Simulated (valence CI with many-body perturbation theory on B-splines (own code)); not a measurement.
## Rh XXII: calculated level list

Level of theory: relativistic CI+MBPT: six valence electrons over a frozen Dirac-Fock core [Ar], a basis of 7 s, 7 p, 8 d, 6 f, 4 g, 1 h functions for each j, with the one-electron correlation potential Σ1, the two-electron term Σ2, the three-electron term Σ3, Breit, model QED; selected CI, second order for the rest, scaled by the run's own slope (own B-spline code, finite nucleus).

No measured levels were compared; by estimate terms of the open shell hold to 2 to 4 % of their energy, and close levels can change places. Core correlation moves these levels by up to 10000 cm⁻¹, and in measured spectra 5 to 20 % of such shifts remained as error; rates that hang on mixing are uncertain with them. Among the levels kept, up to 890 cm⁻¹ of a level comes from second order outside the variational space, and about a tenth of that is noise between levels of different J, which matters for small intervals. Only levels of the ground parity were solved; by the run's estimate the other parity begins above the list, which can be wrong where configurations are misplaced.

Levels 1 to 34 of 34, with energies above the lowest level, 3d6 5D_4. "Leading %" is the weight of the configuration and term that name the level; weights of strongly mixed levels are sums over their largest components and can fall short. Lifetimes count E1, E2, E3, M1 and M2 decay at the calculated energies, and are blank where another channel may lead or the interval is too uncertain; long ones can be off by a factor of two.

```
No.  Configuration  Term  J  E (cm⁻¹)  Leading %  Lifetime  Second component
  1            3d6    5D  4         0         86                 13 % 3d6 3F
  2            3d6    5D  3     25101         93   1.96 ms        4 % 3d6 3F
  3            3d6    5D  2     25317         68     661 s       23 % 3d6 3P
  4            3d6    5D  1     38365         85   6.30 ms       13 % 3d6 3P
  5            3d6    5D  0     40142         81    1.32 s       15 % 3d6 3P
  6            3d6    3H  4     71182         26    543 μs       22 % 3d6 3F
  7            3d6    3H  6     85751         86   12000 s       14 % 3d6 1I
  8            3d6    3H  5     86768         55   6.40 ms       45 % 3d6 3G
  9            3d6    3P  2     86979         56    210 μs       30 % 3d6 5D
 10            3d6    3F  3    101720         59    462 μs       31 % 3d6 3G
 11            3d6    3F  2    104920         77    727 μs       15 % 3d6 1D
 12            3d6    3H  4    116330         56    323 μs       38 % 3d6 3F
 13            3d6    1S  0    123030         54    182 μs       31 % 3d6 3P
 14            3d6    3G  5    129810         55    706 μs       45 % 3d6 3H
 15            3d6    3G  4    132110         67   1.00 ms       19 % 3d6 1G
 16            3d6    3D  1    132570         55    242 μs       36 % 3d6 3P
 17            3d6    3D  2    137310         70    760 μs       14 % 3d6 3P
 18            3d6    3G  3    143400         42    475 μs       39 % 3d6 3F
 19            3d6    3D  3    146280         74    305 μs       21 % 3d6 3G
 20            3d6    1I  6    149320         86    733 μs       14 % 3d6 3H
 21            3d6    3P  1    156420         56    198 μs       40 % 3d6 3D
 22            3d6    3P  0    172020         93    553 μs        7 % 3d6 1S
 23            3d6    1G  4    174430         65    255 μs       18 % 3d6 3F
 24            3d6    1F  3    177660         66    746 μs       32 % 3d6 3F
 25            3d6    1D  2    182400         62    250 μs       15 % 3d6 3F
 26            3d6    3P  1    210050         95                            
 27            3d6    3F  4    223030         82                 10 % 3d6 1G
 28            3d6    3F  2    226760         93    197 μs        4 % 3d6 3D
 29            3d6    3P  0    230090         57   74.6 μs       39 % 3d6 1S
 30            3d6    3F  3    249400         64                 24 % 3d6 1F
 31            3d6    3P  2    249910         83    159 μs        9 % 3d6 1D
 32            3d6    1G  4    257890         83                 14 % 3d6 3F
 33            3d6    1D  2    324990         97                            
 34            3d6    1S  0    413560         97   64.9 μs
```

Names give the largest LS component (configuration and term), which can be under half, so a name can repeat, a term be missing and a line seem to break the LS rules; names also repeat where a configuration has a term twice.

Where two levels of one J and parity lie close, their mixing, g and order are uncertain.

The ionisation energy to 3d5 6S_5/2 of the next ion comes out as 983.66 eV (NIST: 984 ± 4 eV (theoretical)). All 34 levels together are meant to be complete up to 430110 cm⁻¹.
